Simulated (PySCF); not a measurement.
Species: C4H6F2O2Si.
Numbering: `[O:1]=[C:2]1[CH2:3][O:4][C@@H:5]([SiH2:6][F:7])[C@@H:8]1[F:9]`

Structure used (GFN2-xTB), in Å, numbered top down from 1:
```
atom  x, y, z in Å
O1    -2.0514    1.7592   -0.5626
C2    -1.3693    0.8744   -0.1401
C3    -1.5204   -0.6058   -0.3857
O4    -0.5440   -1.2770    0.3649
C5     0.4932   -0.3515    0.7485
Si6    1.8869   -0.5637   -0.5428
F7     1.2518   -0.0132   -1.9174
C8    -0.1373    1.0290    0.7695
F9    -0.5585    1.3792    2.0385
H10   -2.5113   -0.9560   -0.0797
H11   -1.4017   -0.7982   -1.4622
H12    0.7994   -0.6400    1.7564
H13    2.1209   -1.9765   -0.7591
H14    3.0197    0.3086   -0.2850
H15    0.5176    1.8395    0.4347
```

NICS is the negative of the GIAO shielding at a point without a nucleus: at the ring centre (0) and 1 Å above and below it (1); zz is the component along the ring normal. Level: GIAO PBE0/pcSseg-1 (PySCF, non-relativistic, gas phase) on the GFN2-xTB geometry, one conformer.

Ring bond lengths (Å), with Mayer bond orders in brackets: C2–C3 1.508 (0.96), C3–O4 1.403 (0.93), O4–C5 1.442 (0.85), C5–C8 1.518 (0.99), C8–C2 1.539 (0.91).

Q: What do the NICS probes read (ppm)?

A: 
```json
{"ring": "C2–C3–O4–C5–C8", "type": "5-membered ring with O; formal bonds all single", "NICS(0)": "0.5", "NICS(1), two faces": "-2.1 / -0.4", "NICS(1)zz, two faces": "-9.2 / -2.6", "rms pucker (Å)": "0.10", "centre to ring atoms, mean (Å)": "1.25"}
```

Q: What can be read from them?

A: 
- C2–C3–O4–C5–C8: mean NICS(1)zz -5.9 ppm, shielded. C3, C5, C8 have four or more neighbours; no verdict on aromaticity is drawn. The two faces differ by 6.6 ppm, so no symmetry operation interchanges them.

Q: At the second NICS(1) probe listed for ring C2–C3–O4–C5–C8, 1 Å off the ring, what do the in-plane components average?

A: The isotropic value is a third of the trace: (3 × -0.4 − (-2.6))/2 = 0.7 ppm.

Q: Give the inner angles of the rings and the Hirshfeld charges of the ring atoms.

A: 
- C2–C3–O4–C5–C8: C2 106.0° (+0.164 e), C3 108.2° (-0.007 e), O4 109.6° (-0.149 e), C5 106.8° (-0.061 e), C8 103.5° (+0.047 e); sum 534.1° against 540° for a flat convex ring.
